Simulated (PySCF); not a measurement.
C₂H₃ClF₂Si, SMILES F/C=C(/F)[SiH2]Cl. Atoms are numbered in the order given.

```xyz
9

F      2.2964     0.8008     0.7464
C      1.9508    -0.4226     0.3725
C      0.7906    -0.6610    -0.2470
F      0.5184    -1.9350    -0.5779
Si    -0.5141     0.6088    -0.7011
Cl    -2.1380     0.4167     0.5637
H      2.6849    -1.1978     0.6140
H     -0.9754     0.3284    -2.0855
H      0.0519     1.9732    -0.5655
```

Geometry: PBE0-D3(BJ)/def2-SVP. The structure was generated by enumeration; whether it is a known compound was not checked. Other conformers were not sampled.

Two levels are set side by side: PBE/pcSseg-1 (PySCF) and B3LYP/pcSseg-1 (PySCF). GIAO shifts against CFCl3 (¹⁹F), HCl (³⁵Cl), TMS (²⁹Si), TMS (¹H), TMS (¹³C) at the same level; non-relativistic, no solvent, atoms listed together averaged. Without spin–orbit terms, shifts of atoms bonded to Cl or Br come out too high at both levels. Differences are taken from unrounded values.

```
quantity               B3LYP     PBE  PBE minus B3LYP
--------------------  ------  ------  ---------------
δ(¹⁹F) of F1 (ppm)    -171.5  -178.7             -7.2
δ(¹³C) of C2 (ppm)     167.1   164.1             -3.0
δ(¹³C) of C3 (ppm)     168.0   165.2             -2.8
δ(¹⁹F) of F4 (ppm)    -192.8  -200.1             -7.3
δ(²⁹Si) of Si5 (ppm)   -31.9   -31.9              0.0
δ(³⁵Cl) of Cl6 (ppm)   -43.4   -32.5             10.9
δ(¹H) of H7 (ppm)       8.05    8.02            -0.02
```

Rough cost on one machine, each run with all the roots and properties that it gave: B3LYP against PBE within a factor of 2.
